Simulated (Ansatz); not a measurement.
Ga₂N⁺. The state is a quintet with charge 1. Geometry PBE0-D4/def2-TZVP.

```xyz
3

Ga   -1.403   -0.576    0.213
Ga    1.253   -0.276   -0.836
N     0.150    0.852    0.623
```

At PBE0-D4/def2-TZVP a triplet of charge 1 lies 2.65 eV below the quintet, each at its own geometry. The structure comes from a short search, and lower isomers may exist.

Question: Estimate the α-spin orbital energies around the gap (eV) in Ansatz with PBE-D4/def2-TZVP, r2SCAN-D4/def2-TZVP, r2SCANh-D4/def2-TZVP, r2SCAN0-D4/def2-TZVP, BHLYP-D4/def2-TZVP.

Answer: 
```json
{"orbital": "HOMO−5", "PBE-D4/def2-TZVP": "-16.21", "r2SCAN-D4/def2-TZVP": "-16.71", "r2SCANh-D4/def2-TZVP": "-17.34", "r2SCAN0-D4/def2-TZVP": "-18.30", "BHLYP-D4/def2-TZVP": "-19.59"}
{"orbital": "HOMO−4", "PBE-D4/def2-TZVP": "-15.61", "r2SCAN-D4/def2-TZVP": "-16.03", "r2SCANh-D4/def2-TZVP": "-16.64", "r2SCAN0-D4/def2-TZVP": "-17.59", "BHLYP-D4/def2-TZVP": "-18.95"}
{"orbital": "HOMO−3", "PBE-D4/def2-TZVP": "-14.27", "r2SCAN-D4/def2-TZVP": "-14.88", "r2SCANh-D4/def2-TZVP": "-15.57", "r2SCAN0-D4/def2-TZVP": "-16.62", "BHLYP-D4/def2-TZVP": "-17.92"}
{"orbital": "HOMO−2", "PBE-D4/def2-TZVP": "-12.99", "r2SCAN-D4/def2-TZVP": "-13.50", "r2SCANh-D4/def2-TZVP": "-14.01", "r2SCAN0-D4/def2-TZVP": "-14.76", "BHLYP-D4/def2-TZVP": "-15.60"}
{"orbital": "HOMO−1", "PBE-D4/def2-TZVP": "-12.42", "r2SCAN-D4/def2-TZVP": "-12.84", "r2SCANh-D4/def2-TZVP": "-13.26", "r2SCAN0-D4/def2-TZVP": "-13.89", "BHLYP-D4/def2-TZVP": "-14.55"}
{"orbital": "HOMO", "PBE-D4/def2-TZVP": "-9.19", "r2SCAN-D4/def2-TZVP": "-9.45", "r2SCANh-D4/def2-TZVP": "-9.72", "r2SCAN0-D4/def2-TZVP": "-10.13", "BHLYP-D4/def2-TZVP": "-10.47"}
{"orbital": "LUMO", "PBE-D4/def2-TZVP": "-8.34", "r2SCAN-D4/def2-TZVP": "-8.23", "r2SCANh-D4/def2-TZVP": "-7.92", "r2SCAN0-D4/def2-TZVP": "-7.47", "BHLYP-D4/def2-TZVP": "-6.61"}
{"orbital": "LUMO+1", "PBE-D4/def2-TZVP": "-7.30", "r2SCAN-D4/def2-TZVP": "-7.10", "r2SCANh-D4/def2-TZVP": "-6.77", "r2SCAN0-D4/def2-TZVP": "-6.28", "BHLYP-D4/def2-TZVP": "-5.43"}
{"orbital": "LUMO+2", "PBE-D4/def2-TZVP": "-6.37", "r2SCAN-D4/def2-TZVP": "-6.32", "r2SCANh-D4/def2-TZVP": "-6.07", "r2SCAN0-D4/def2-TZVP": "-5.68", "BHLYP-D4/def2-TZVP": "-4.86"}
{"orbital": "LUMO+3", "PBE-D4/def2-TZVP": "-6.27", "r2SCAN-D4/def2-TZVP": "-6.02", "r2SCANh-D4/def2-TZVP": "-5.73", "r2SCAN0-D4/def2-TZVP": "-5.30", "BHLYP-D4/def2-TZVP": "-4.55"}
{"orbital": "LUMO+4", "PBE-D4/def2-TZVP": "-4.48", "r2SCAN-D4/def2-TZVP": "-3.99", "r2SCANh-D4/def2-TZVP": "-3.70", "r2SCAN0-D4/def2-TZVP": "-3.28", "BHLYP-D4/def2-TZVP": "-2.70"}
{"orbital": "LUMO+5", "PBE-D4/def2-TZVP": "-1.78", "r2SCAN-D4/def2-TZVP": "-0.98", "r2SCANh-D4/def2-TZVP": "-0.78", "r2SCAN0-D4/def2-TZVP": "-0.49", "BHLYP-D4/def2-TZVP": "-0.21"}
{"orbital": "β HOMO", "PBE-D4/def2-TZVP": "-14.22", "r2SCAN-D4/def2-TZVP": "-14.25", "r2SCANh-D4/def2-TZVP": "-14.54", "r2SCAN0-D4/def2-TZVP": "-14.99", "BHLYP-D4/def2-TZVP": "-15.63"}
{"orbital": "β LUMO", "PBE-D4/def2-TZVP": "-11.01", "r2SCAN-D4/def2-TZVP": "-10.36", "r2SCANh-D4/def2-TZVP": "-9.88", "r2SCAN0-D4/def2-TZVP": "-9.21", "BHLYP-D4/def2-TZVP": "-8.58"}
```
